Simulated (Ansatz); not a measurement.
Frontier orbitals of niobium pentachloride, Cl5Nb.

Total charge 0; spin multiplicity 1. Correlated methods include outer-core shells of Nb, which these sets cover unevenly. Nb: def2 effective core potential. Geometry: relaxed with PBE0-D4/def2-TZVP. Basis def2-TZVPP, Ansatz.

Orbital energies of one run (eV). Highest occupied ones, from the top: -9.41, -9.41, -9.81, -9.84, -9.84, -10.43, -11.09, -11.09, -11.17, -12.06, -12.06, -12.39, -12.39, -12.46. Empty: -4.29, -4.29, -3.41, -3.41, -1.17, 0.62.

Q: Which functional gave them?
A. B97M-V
B. LC-ωPBE
C. BLYP
D. r2SCAN0

A: D. HOMO energies: r2SCAN0 -9.41, LC-ωPBE -11.92, B97M-V -8.26, BLYP -7.62 eV.

LC-ωPBE has ω = 0.4 bohr⁻¹.
